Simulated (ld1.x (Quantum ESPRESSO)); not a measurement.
**Transferability test, TM potential for Cr (Z = 24)**

Cr (Z = 24), norm-conserving Troullier–Martins (Kleinman–Bylander form), made with ld1.x (Quantum ESPRESSO) 7.5 (LDA (PZ), scalar-relativistic). Core [Ar], reference 3d5 4s0 4p0 (charge +1). Waves: 4s (bound, empty): rc 2.60 bohr; 4p (bound, empty): rc 3.15 bohr; 3d (bound): rc 1.85 bohr. Local part: the d channel. Core correction: a·sin(br)/r model core, default radius (core density twice the valence density).

Energies are relative to the spin-unpolarised reference configuration 3d5 4s0 4p0; without spin polarisation the order of configurations can differ from experiment. Spin-polarised rows fill each open shell by Hund’s rule, majority spin first.

Task: Give the all-electron excitation energy and the error of the potential for: 3d5 4s1 4p0; 3d4 4s0 4p0; 3d3 4s0 4p0; 3d5 4s0 4p1; 3d4 4s1 4p1; 3d2 4s0 4p0; 3d5.5 4s0.5 4p0; 3d5 4s0 4p0 (spin-polarised); 3d5 4s1 4p0 (spin-polarised).

Result:

```tsv
valence configuration	charge	ΔE all-electron (eV)	error AE − PS (meV)
3d5 4s1 4p0	0	-7.140	-12
3d4 4s0 4p0	+2	16.343	-163
3d3 4s0 4p0	+3	47.369	-949
3d5 4s0 4p1	0	-3.937	-5.1
3d4 4s1 4p1	0	-3.528	-217
3d2 4s0 4p0	+4	95.998	-2549
3d5.5 4s0.5 4p0	0	-6.423	-4.6
3d5 4s0 4p0 (spin-polarised)	+1	-4.455	+664
3d5 4s1 4p0 (spin-polarised)	0	-12.057	+624
```

Levels in the configuration 3d5 4s1 4p0:

```
level  all-electron (eV)  pseudo (eV)
   3d             -3.131       -3.166
   4s             -4.199       -4.177
```

These tests converged, but a pseudo level misses the all-electron one widely, so the file describes the atom poorly there or has found another state: 3d4 4s0 4p0: empty 4p by 2.7 eV (a node warning on the way).

Note: ghost states, extra bound levels that the all-electron valence spectrum of the same l lacks: s at -135.7 eV, p at -47.2 eV. A true bound ghost makes a file unfit for plane-wave use.
